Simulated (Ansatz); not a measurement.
An input meant for `CCCCCCCCCCB(O)O` (charge 0, triplet; atoms displaced at random, 0.15 Å in each coordinate).

```yaml
crystal:
  periodic: [true, true, true]
  atoms:
    - {symbol: C, position_ang: [-5.541714, 0.087105, -1.632043]}
    - {symbol: C, position_ang: [-4.473697, -0.303152, -0.534629]}
    - {symbol: C, position_ang: [-3.883396, 0.795401, 0.432654]}
    - {symbol: C, position_ang: [-2.918553, 0.470651, 1.336897]}
    - {symbol: C, position_ang: [-1.363405, 0.376376, 0.212640]}
    - {symbol: C, position_ang: [-0.514279, -0.036524, 1.182430]}
    - {symbol: C, position_ang: [0.988284, 0.123633, 0.401961]}
    - {symbol: C, position_ang: [2.216054, -0.411795, 1.144609]}
    - {symbol: C, position_ang: [3.422060, -0.633413, 0.143354]}
    - {symbol: C, position_ang: [3.916163, 0.209663, -0.417158]}
    - {symbol: B, position_ang: [5.484108, 0.063405, -1.020058]}
    - {symbol: O, position_ang: [6.067750, -1.211173, -1.382367]}
    - {symbol: O, position_ang: [5.998644, 1.006403, -1.978255]}
    - {symbol: H, position_ang: [-6.715250, 0.303746, -0.631957]}
    - {symbol: H, position_ang: [-5.920576, 0.834857, -2.006525]}
    - {symbol: H, position_ang: [-6.079182, -0.966186, -1.956464]}
    - {symbol: H, position_ang: [-4.484223, -1.016292, 0.120774]}
    - {symbol: H, position_ang: [-3.712983, -0.783391, -1.076004]}
    - {symbol: H, position_ang: [-3.899448, 1.760522, -0.224198]}
    - {symbol: H, position_ang: [-4.911587, 0.995018, 0.792499]}
    - {symbol: H, position_ang: [-2.627990, 1.346923, 1.905021]}
    - {symbol: H, position_ang: [-3.003636, -0.367867, 2.043730]}
    - {symbol: H, position_ang: [-1.673155, -0.645783, -0.284003]}
    - {symbol: H, position_ang: [-1.005885, 1.211924, -0.097075]}
    - {symbol: H, position_ang: [-0.171126, 1.050573, 1.626106]}
    - {symbol: H, position_ang: [-0.516238, -0.957589, 2.128917]}
    - {symbol: H, position_ang: [1.201519, 0.650063, -0.469581]}
    - {symbol: H, position_ang: [0.996075, -1.158312, -0.204875]}
    - {symbol: H, position_ang: [2.270487, 0.313326, 1.829991]}
    - {symbol: H, position_ang: [2.089547, -1.366763, 2.033102]}
    - {symbol: H, position_ang: [4.376036, -1.268265, 1.102087]}
    - {symbol: H, position_ang: [3.217303, -1.745423, -0.093245]}
    - {symbol: H, position_ang: [3.276630, 0.764308, -1.203437]}
    - {symbol: H, position_ang: [4.279285, 1.293190, 0.137151]}
    - {symbol: H, position_ang: [6.846963, -1.248092, -1.624954]}
    - {symbol: H, position_ang: [6.769465, 0.889240, -2.233813]}
basis:
  gaussian: {orbitals: cc-pVDZ}
magnetization: {spin_polarized: true, initial_magnetization: 2}
hamiltonian: {xc: {name: HF}}
correlation: {method: mp2}
scf: {omitted_lower_state_checks: [starts]}
```

```sh
$ ansatz run in.yaml --threads 4 --pin off --events-out ev --progress --plain --max-ram 9574MiB
```

Question: Predict how Ansatz answers.

Answer: The program refused the input. The species is marked periodic without a cell.
```
Error: YAML parse error: error: line 2 column 3: crystal: missing field `lattice` (a structure is typed as `lattice` and `atoms`, a molecule's as `atoms` in Å alone, or read from a run's directory, `checkpoint`)
 --> <input>:2:3
1 | crystal:
2 |   periodic: [true, true, true]
3 |   atoms:
4 |     - {symbol: C, position_ang: [-5.541714, 0.087105, -1.632043]}
```
